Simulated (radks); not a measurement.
Problem. These are the eigenvalues of the occupied orbitals of an atom or ion with whole-number occupations (eV). All-electron calculation, Dirac Kohn-Sham, PBE, spin-unpolarised, spherical densities, point nucleus. Program: a radial shooting solver on a logarithmic mesh with Libxc functionals.

| orbital | eigenvalue |
|---|---|
| 1s1/2 | -33143.22 |
| 2s1/2 | -5272.565 |
| 2p1/2 | -4958.222 |
| 2p3/2 | -4659.416 |
| 3s1/2 | -1205.407 |
| 3p1/2 | -1075.567 |
| 3p3/2 | -1019.135 |
| 3d3/2 | -790.7887 |
| 3d5/2 | -778.8967 |
| 4s1/2 | -348.1941 |
| 4p1/2 | -301.7827 |
| 4p3/2 | -289.9336 |
| 4d3/2 | -213.7234 |
| 4d5/2 | -211.6586 |

Which element is it, and in what charge state? The configuration may be excited. Open shells, if any, are shared by 2j + 1.

Solution. Z = 53, iodine, charge +10: I10+ in [Kr] 4d7. The list shows which subshells hold electrons but not how many an open one holds; the 1s level, -1218 hartree, gives Z - s = 49.4 by -(Z - s)^2/2, which with screening and relativity narrows Z to a few neighbours, and the depths of the outer levels then fix element, charge and occupations together.
